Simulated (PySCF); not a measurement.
Computed NMR parameters against published values

Bonds (- single, = double, # triple, : aromatic): O1-C2 1.347 Å, C2:C3 1.400 Å, C3:C4 1.393 Å, C4:C5 1.392 Å, C5:C6 1.392 Å, C6-F7 1.332 Å, C6:C8 1.387 Å, C8:C2 1.398 Å. O1 carries H9; C3 carries H10; C4 carries H11; C5 carries H12; C8 carries H13.

The experiment to reproduce: δ 19F F7 -112.2 ppm (measured; G. Saielli, R. Bini, A. Bagno, Computational 19F NMR. 2. Organic compounds, RSC Adv. 2014, ESI (exp. from Berger-Braun-Kalinowski 1994 and Everett 1995)).
δ 17O O1 80.0 ppm (measured; liquid, neat, 295 K; 17O NMR survey of organic solvents and oxofluorinated compounds, PMC5915748). Coupling constants: 1J(C6,F7) 244.5 Hz, 2J(C8,F7) 24.8 Hz, 3J(C2,F7) 11.3 Hz, 4J(C3,F7) 3.0 Hz, 3J(C4,F7) 10.2 Hz, 2J(C5,F7) 21.2 Hz.

- σ from GIAO-PBE0/pcSseg-1
- spin–spin couplings from B3LYP/pcJ-1 (spin–dipole term only in couplings to heteroatoms)
- structure optimised with PBE0-D3(BJ)/def2-SVP
- run in PySCF 2.14
- no relativistic terms, in vacuum, single conformer

Set the calculated values beside the experiment.

## Answers


Reference values: measured (G. Saielli, R. Bini, A. Bagno, Computational 19F NMR. 2. Organic compounds, RSC Adv. 2014, ESI (exp. from Berger-Braun-Kalinowski 1994 and Everett 1995)).
```json
{"atoms": "F7", "quantity": "δ 19F vs CFCl3", "reference": "-112.2", "computed": "-107.9", "computed, scaled": "-111.5"}
```

Reference values: measured (liquid, neat, 295 K; 17O NMR survey of organic solvents and oxofluorinated compounds, PMC5915748).
```tsv
atoms	quantity	reference	computed	computed, scaled
O1	δ 17O vs D2O (external)	80.0	–	80.7
```

Computed shifts are σ(ref) − σ with the named reference compound (TMS for H and C) calculated as an isolated molecule at the same level. The measured values may be among those fitted. Shieldings were converted by a linear fit to measured shifts: 17O: δ = 261.00 − 0.871σ (rms 11.6 ppm, 25 shifts vs liquid water, solution or neat liquid); 19F: δ = 150.53 − 0.919σ +17.7 on sp3 carbon (rms 6.8 ppm, 22 shifts vs CFCl3, solution or neat liquid). A few per cent of atoms miss by over 2 rms, more outside the fitted compound classes.

Coupling constants in Hz (some tables give magnitudes without signs):
| coupling | reference | computed | source |
| --- | --- | --- | --- |
| 1J(C6,F7) | 244.5 | -314.8 | measured; liquid or solution; F. J. Weigert, PhD thesis, Caltech 1968 (Carbon-13 magnetic resonance spectroscopy) |
| 2J(C8,F7) | 24.8 | 23.1 | measured; liquid or solution; F. J. Weigert, PhD thesis, Caltech 1968 (Carbon-13 magnetic resonance spectroscopy) |
| 3J(C2,F7) | 11.3 | 9.3 | measured; liquid or solution; F. J. Weigert, PhD thesis, Caltech 1968 (Carbon-13 magnetic resonance spectroscopy) |
| 4J(C3,F7) | 3.0 | 5.2 | measured; liquid or solution; F. J. Weigert, PhD thesis, Caltech 1968 (Carbon-13 magnetic resonance spectroscopy) |
| 3J(C4,F7) | 10.2 | 7.4 | measured; liquid or solution; F. J. Weigert, PhD thesis, Caltech 1968 (Carbon-13 magnetic resonance spectroscopy) |
| 2J(C5,F7) | 21.2 | 19.5 | measured; liquid or solution; F. J. Weigert, PhD thesis, Caltech 1968 (Carbon-13 magnetic resonance spectroscopy) |
